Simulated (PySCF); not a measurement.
Several molecules and their computed UV-vis stick spectra, shuffled. Method used: TDDFT PBE0/def2-SVPD, vertical, gas phase, core orbitals frozen in the response (PySCF). Geometries: PBE0-D3(BJ)/def2-SVP; one conformer of each isolated species. Triplets are in the Tamm–Dancoff approximation. Relativistic effects are left out although some hold elements past zinc.

A. `C[Si](C)(Br)Br`
B. `Br[SiH](Br)Br`
C. `FB(F)C=S`

Lowest singlet levels (six at most, fewer where fewer were computed) with oscillator strengths:

1. 209 nm (f 0.000); 196 nm (f 0.052 summed over 2 states); 195 nm (f 0.017); 183 nm (f 0.023); 183 nm (f 0.026); 177 nm (f 0.017); T1 5.55 eV
2. 789 nm (f 0.000); 213 nm (f 0.004); 211 nm (f 0.217); 202 nm (f 0.026); 189 nm (f 0.005); 184 nm (f 0.003); T1 0.94 eV
3. 185 nm (f 0.024); 184 nm (f 0.068); 180 nm (f 0.000); 173 nm (f 0.033); 166 nm (f 0.000); 165 nm (f 0.005); T1 6.17 eV

**Question.** Which spectrum belongs to which structure?

**Answer.** 1 = B, 2 = C, 3 = A.
- A: S1 at 6.71 eV, HOMO-1→LUMO (95%); Löwdin shares by element: HOMO bromine 96%; LUMO bromine 62%, silicon 24%, carbon 5% or more; HOMO -8.24 and LUMO -0.23 eV.
- B: S1 at 5.92 eV, HOMO→LUMO (98%); Löwdin shares by element: HOMO bromine 100%; LUMO bromine 72%, silicon 22%; HOMO -8.62 and LUMO -1.37 eV; point group C3v, 1 of its 7 listed states under f = 0.0005.
- C: S1 at 1.57 eV, HOMO→LUMO (100%); S1 has the pattern of n→π* at C=S; HOMO -7.09 and LUMO -3.72 eV.
